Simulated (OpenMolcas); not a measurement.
# Computed transition rates of Ar3+

```
Program             : OpenMolcas
Method              : SS-CASPT2, IPEA 0.25 Eh, imaginary shift 0.1 Eh (closed shells correlated: 2s 2p)
Basis               : ANO-RCC-VQZP [6s5p3d2f1g]
Scalar Hamiltonian  : DKH2, point nucleus
Active space        : 5 electrons in 8 orbitals (3s 3p 4s 4p)
State averaging     : 2S+1 = 4 odd, 1 root; 2S+1 = 2 odd, 8 roots; 2S+1 = 4 even, 3 roots; 2S+1 = 2 even, 9 roots
Spin-orbit coupling : state interaction with AMFI integrals over the reference wave functions, term energies averaged over their components
```

Rates come from the transition moments of the reference wave functions (E1 and E2 in the length form). At fixed line strength A goes as λ^-3 for E1 and M1 and as λ^-5 for E2, so a rate at the computed wavelength can be rescaled to the measured one. Measured vacuum wavelengths follow from level energies in Saloman, J. Phys. Chem. Ref. Data 39, 033101 (2010). Branching counts decays inside the model space alone, at computed energies, and the table is only a selection of the E2 and M1 lines, drawn from those between levels with measured partners whose computed energy lies within a factor of 1.5 of the measured one.

```
          Upper            Lower  Type  λ computed (nm)  λ measured (nm)  A computed (s-1)  A rescaled (s-1)  Branching %
3s² 3p³ ²D°_5/2  3s² 3p³ ²D°_3/2    M1            78800            77400          2.20e-05          2.32e-05          1.1
3s² 3p³ ²P°_1/2  3s² 3p³ ²D°_5/2    E2            734.9            733.4          1.32e-01          1.33e-01          8.8
3s² 3p³ ²P°_1/2  3s² 3p³ ²D°_3/2    M1            728.1            726.5          3.78e-01                           25.3
3s² 3p³ ²P°_1/2  3s² 3p³ ²D°_3/2    E2            728.1            726.5          2.06e-01          2.08e-01         13.8
3s² 3p³ ²P°_3/2  3s² 3p³ ²D°_5/2    M1            728.1              724          3.41e-01                           10.6
3s² 3p³ ²P°_3/2  3s² 3p³ ²D°_5/2    E2            728.1              724          2.39e-01          2.46e-01          7.4
3s² 3p³ ²P°_3/2  3s² 3p³ ²D°_3/2    M1            721.4            717.3          6.21e-01                           19.3
3s² 3p³ ²P°_3/2  3s² 3p³ ²D°_3/2    E2            721.4            717.3          1.04e-01          1.07e-01          3.2
3s² 3p³ ²D°_3/2  3s² 3p³ ⁴S°_3/2    M1            458.9            474.1          1.65e-02                           94.3
3s² 3p³ ²D°_3/2  3s² 3p³ ⁴S°_3/2    E2            458.9            474.1          9.97e-04                            5.7
3s² 3p³ ²D°_5/2  3s² 3p³ ⁴S°_3/2    E2            456.2            471.3          1.60e-03                           81.0
3s² 3p³ ²D°_5/2  3s² 3p³ ⁴S°_3/2    M1            456.2            471.3          3.53e-04                           17.9
3s² 3p³ ²P°_1/2  3s² 3p³ ⁴S°_3/2    M1            281.5            286.9          7.78e-01                           52.1
3s² 3p³ ²P°_3/2  3s² 3p³ ⁴S°_3/2    M1            280.5            285.5          1.91e+00                           59.5
```

Spin-changing lines and M1 lines between different terms are not rescaled, since their strength hangs on the term gaps too.

The largest correction is for 3s² 3p³ ²D°_5/2 → 3s² 3p³ ²D°_3/2 (M1): 2.20e-05 × (78800 / 77400)^3 = 2.32e-05 s-1, a factor of 1.06.

No measured rate stands beside these. Rescaling mends the energy factor alone: line strengths can still be far off where a level mixes with configurations outside the active space, and weak or spin-changing lines hang on small mixing coefficients that depend on the term gaps too, so rescaling need not improve them.

CASPT2 breaks the degeneracy within a term, and the mean is taken; among the terms shown or strongly mixed into the levels shown the widest spread is 110 cm-1 (3s² 3p³ ²D°). Over all roots computed the reference weight is 0.86 to 0.96; the roots of lowest weight are the least certain, and an intruder state may touch them. Active for correlation alone: 4p 4s; no level in the range computed is led by a configuration that fills them, so any true level of that kind is missing. Computed and measured levels are paired by configuration, term and J; levels that our copy of the source lacks, or whose pairing is in doubt (as where it misses far off the trend of its configuration), stay unpaired. Levels of configurations outside the active space are missing.

° marks odd parity.
